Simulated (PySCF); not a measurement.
**AlBi⁻: one state, many levels of theory**

State: ²Π (doublet), unpaired electrons π ↑. Set-up: Al def2-SVPD, Bi def2-SVPD with ECP60; scalar-relativistic core potentials (PySCF 2.14). De refers to Al + Bi⁻ in their high-spin ground configurations, without counterpoise correction. The functionals are run spin-unrestricted. A positive dipole points towards Bi; it is taken about the centre of mass and depends on that origin.

```csv
Level,Re (Å),ωe (cm⁻¹),De (eV),μ (D),"CPU s a point (SCF and correlation, without the integrals)"
PBE,2.657,286,n/a,4.48,0.9
PBEsol,2.638,293,n/a,4.45,0.59
r²SCAN,2.637,296,n/a,4.51,1.2
PBE0,2.627,302,n/a,4.33,1.4
M06,2.648,295,n/a,4.29,1.4
BHandHLYP,2.617,308,n/a,3.89,0.84
LC-ωPBE,2.575,329,n/a,4.16,2.6
```

The bond length runs from 2.575 Å (LC-ωPBE) to 2.657 Å (PBE).

Spin–orbit coupling is left out, which matters for elements this heavy, above all for dissociation energies. The highest Kohn–Sham level is positive in this anion. Much of that is self-interaction error, but it also means that the finite basis helps to hold the extra electron. The state was picked by a PBE0 search and need not be the measured ground state.

The whole job (state search and all levels along the bond) took about 3.8 min on 1 thread of Arm Neoverse V1 (shared host), peak memory 0.67 GiB.
